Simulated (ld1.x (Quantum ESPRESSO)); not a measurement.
**Pd (Z = 46): variants of one PAW potential**

Base potential:

ld1.x (Quantum ESPRESSO) 7.5 input, shortened:

```
&input
   title='Pd', zed=46., rel=1, dft='PBE', iswitch=3,
   config='[Kr] 4d8 5s0 5p0'
 /
 &inputp
   pseudotype=3, lpaw=.true., tm=.true., lloc=-1, rcloc=1.50,
   nlcc=.true., new_core_ps=.true.,
   which_augfun='BESSEL', rmatch_augfun=1.05
 /
6
5S  1  0   0.00   0.00  1.35  1.70  0.0
5S  1  0   0.00  -1.15  1.35  1.70  0.0
5P  2  1   0.00   0.00  1.75  2.30  0.0
5P  2  1   0.00   0.05  1.75  2.30  0.0
4D  3  2   8.00   0.00  2.00  2.20  0.0
4D  3  2   0.00  -1.65  2.00  2.20  0.0
 &test
   configts(1)='4d8 5s0 5p0'
 /
```

Cutoffs, loose and tight: the cutoffs (Ry, on a coarse ladder) from which the occupation-weighted sum of valence levels, in a spherical-Bessel basis at the reference potential, stays within 10 and 1 mRy of its value at 400 Ry. They do not see the model core or the augmentation charge, which bear on the density cutoff. Test errors are all-electron minus pseudo excitation energies from the reference, over the configurations 4d10 5s0 5p0; 4d9 5s0 5p0; 4d7 5s0 5p0; 4d9 5s1 5p0; 4d9 5s0 5p1; 4d9.5 5s0 5p0; 4d8 5s1 5p0. A dash means not determined; rows that change the core or the reference have their own tests. The largest error is taken over the tests solved by every variant that gives reliable tests at all: 4d10 5s0 5p0; 4d7 5s0 5p0; 4d9 5s0 5p0; 4d9.5 5s0 5p0.

For the base: The cutoffs count occupied waves only; the empty 5s level needs 30 Ry at the loose tolerance.

A true bound ghost makes a file unfit for plane-wave use even where its test errors are small: the radial tests pick states by their node count and pass the ghost by. Where a test does run into it, the solver fails or the error is huge.

```tsv
change	outcome	cutoff, loose	cutoff, tight	bound ghosts	largest test error (meV)
base	generated	21 Ry	35 Ry	s, p	-125
waves 5p (bound): rcut 1.46, rcutus 1.54 bohr; 5p channel at 0.05 Ry: rcut 1.46, rcutus 1.54 bohr	generated	21 Ry	35 Ry	s, p	-125
waves 5p (bound): rcut 1.64, rcutus 1.74 bohr; 5p channel at 0.05 Ry: rcut 1.64, rcutus 1.74 bohr	generated	21 Ry	35 Ry	s, p	-125
waves 5p (bound): rcut 1.75, rcutus 2.06 bohr; 5p channel at 0.05 Ry: rcut 1.75, rcutus 2.06 bohr	generated	21 Ry	35 Ry	s, p	-125
waves 5p (bound): rcut 1.75, rcutus 2.28 bohr; 5p channel at 0.05 Ry: rcut 1.75, rcutus 2.28 bohr	generated	21 Ry	35 Ry	s, p	-125
waves 5p (bound): rcut 1.75, rcutus 2.50 bohr; 5p channel at 0.05 Ry: rcut 1.75, rcutus 2.50 bohr	generated	21 Ry	35 Ry	s, p	-125
waves 5p (bound): rcut 1.75, rcutus 2.88 bohr; 5p channel at 0.05 Ry: rcut 1.75, rcutus 2.88 bohr	generated	21 Ry	35 Ry	s, p	-125
waves 5p (bound): rcut 1.75, rcutus 3.24 bohr; 5p channel at 0.05 Ry: rcut 1.75, rcutus 3.24 bohr	generated	21 Ry	35 Ry	s, p	-125
waves 5p (bound): rcut 1.75, rcutus 3.38 bohr; 5p channel at 0.05 Ry: rcut 1.75, rcutus 3.38 bohr	generated	21 Ry	35 Ry	s, p	-125
```

Question: What comes out with this change to the base: waves 5p (bound): rcut 1.75, rcutus 2.72 bohr; 5p channel at 0.05 Ry: rcut 1.75, rcutus 2.72 bohr?

Answer: outcome: generated; cutoff, loose: 21 Ry; cutoff, tight: 35 Ry; bound ghosts: s; largest test error (meV): -125.

Reading the sweep of the p radius (base included, trends over the rows without a ghost): Bound ghosts are found at 1.54, 1.74, 2.06, 2.28, 2.3, 2.5, 2.72, 2.88, 3.24, 3.38 bohr. Every judged row has one, so this setting neither creates nor removes them.
